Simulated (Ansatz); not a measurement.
Species: C2H3B, SMILES `B1C=C1` (charge 0, multiplicity 1).

### Question
Give a relaxed geometry from B3LYP-D3(BJ)/def2-TZVP (Ansatz, a quantum-chemistry and plane-wave program).

### Answer
the end point of this relaxation (outside a Z-matrix the atoms follow the SMILES, hydrogens last).
Z-matrix (Å, degrees):
```
C
C 1 1.3462
H 2 1.0799 1 138.85
H 1 1.0799 2 138.85 3 0.00
B 2 1.4673 3 158.46 1 180.00
H 5 1.1775 2 152.69 3 0.00
```
